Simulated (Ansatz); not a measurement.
## A geometry optimisation of BeFNS with PBE0-D3(BJ)/pcseg-1

The starting geometry of this gas-phase triplet was optimised with GFN2-xTB as a singlet.

```xyz
4

Be   -2.9939   -1.9320    2.8785
F    -3.1231   -2.8267    3.9150
N    -2.8583   -0.9040    1.7256
S    -2.0713   -1.9380    0.8720
```

Task: Where would you expect an optimisation with PBE0-D3(BJ)/pcseg-1 to take it?

Result: A bond breaks, giving a structure given below by its coordinates. Contacts that open: Be1–S4 (2.21 → 3.04 Å).

The energy falls by 0.72 eV over 9 steps:

```tsv
step	E − E(last) (eV)
1	0.718
2	0.634
3	0.513
4	0.304
5	0.169
6	0.114
7	0.003
8	0.000
9	0.000
```

Final geometry (Å):

```
atom    x (Å)    y (Å)   z (Å)
  Be  -2.9992  -2.1310  3.0598
   F  -3.4205  -2.5419  4.3242
   N  -2.5465  -1.6898  1.7016
   S  -2.0805  -1.2380  0.3054
```

The end wasn't checked by frequencies. Open shells are spin-unrestricted. The triplet needn't be the ground state. Run with Ansatz 0.2.0, 45 s on 1 thread of Intel(R) Xeon(R) Processor @ 2.50GHz (Skylake/Cascade Lake) (shared host).
